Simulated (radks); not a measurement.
Isoelectronic series with 57 electrons, all held in the configuration [Xe] 5d1 6s2, which need not be the ground one along the series. Calculated with a radial shooting solver on a logarithmic mesh with Libxc functionals: Dirac Kohn-Sham, PBE, spin-unpolarised, spherical densities, finite nucleus; open shells fill j = l - 1/2 first; Fermi nuclear charge, rms radius of each element as measured or else 0.836 A^(1/3) + 0.57 fm. Total energies (hartree) and mean radii <r> (bohr) (* marks an orbital that is empty in some or all of the ions):

ion    E (hartree)  5d5/2*  5d3/2  6s1/2
La      -8497.1360   3.038  2.969  4.430
Ce+     -8864.3146   2.452  2.413  3.722
Pr2+    -9240.5343   2.144  2.115  3.276
Nd3+    -9625.8312   1.935  1.911  2.958
Pm4+   -10020.2488   1.778  1.757  2.714
Sm5+   -10423.8308   1.653  1.634  2.517
Eu6+   -10836.6745   1.549  1.531  2.353
Gd7+   -11258.8208   1.461  1.444  2.214
Tb8+   -11690.3886   1.385  1.369  2.094
Ho10+  -12581.8404   1.258  1.243  1.894
Er11+  -13041.9385   1.204  1.190  1.810
Tm12+  -13511.7598   1.156  1.142  1.734

Estimate the row of Dy9+.

Answer. E (hartree) -12131.3207; 5d5/2* 1.317; 5d3/2 1.302; 6s1/2 1.988.
